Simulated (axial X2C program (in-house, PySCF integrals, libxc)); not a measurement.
Spin–orbit effects down a group: molecules with Sr, MP2

All values come from calculations with an axial X2C code built on PySCF integrals, spin-free (one-electron X2C) or two-component (2c: spin–orbit coupling with atomic mean-field Coulomb and Gaunt terms, which also bring small scalar terms), in Dyall basis sets with cores contracted in-house; open shells are unrestricted.

Basis sets: Be dyall-cv3z, Ca dyall-cv3z, Mg dyall-cv3z, Sr dyall-cv3z. Frozen shells (counts by l): BeSr Sr 3s2p1d, Be 1s, 12 electrons correlated; MgSr Sr 3s2p1d, Mg 2s1p, 12 electrons correlated; CaSr Sr 4s3p1d, Ca 3s2p, 4 electrons correlated. Where the outer core of a metal is frozen, bonds come out longer and ionisation energies lower. Frozen cores can differ along the series, which adds to the trend.

```tsv
molecule	spin-free state	Re (Å)	ωe (cm⁻¹)	De (eV)	2c state	Re 2c (Å)	ωe 2c (cm⁻¹)	De 2c (eV)
BeSr	M_S = 0, Λ = 0	3.869	77.9	0.07	Ω = 0	3.869	77.9	0.07
MgSr	M_S = 0, Λ = 0	4.407	44.6	0.07	Ω = 0	4.408	44.6	0.06
CaSr	M_S = 0, Λ = 0	4.778	42.9	0.09	Ω = 0	4.778	42.9	0.09
```

(1) Work out the shifts from the spin-free to the two-component result.

Each entry is the lowest single determinant of a limited PBE0 search at one distance. De goes to single-determinant-based atoms at the same level (for ions the charge split of lowest energy) and is withheld (n/a) where an atom does not fit its ground term or J level. Main or longest-lived isotopes.

## Answers

(1) 

```
molecule  2c state  ΔRe (Å)  Δωe (cm⁻¹)  ΔDe (eV)
    BeSr     Ω = 0    0.000         0.0      0.00
    MgSr     Ω = 0    0.001         0.0     -0.01
    CaSr     Ω = 0    0.000         0.0      0.00
```

Shifts of one unit in the last digit are rounding.
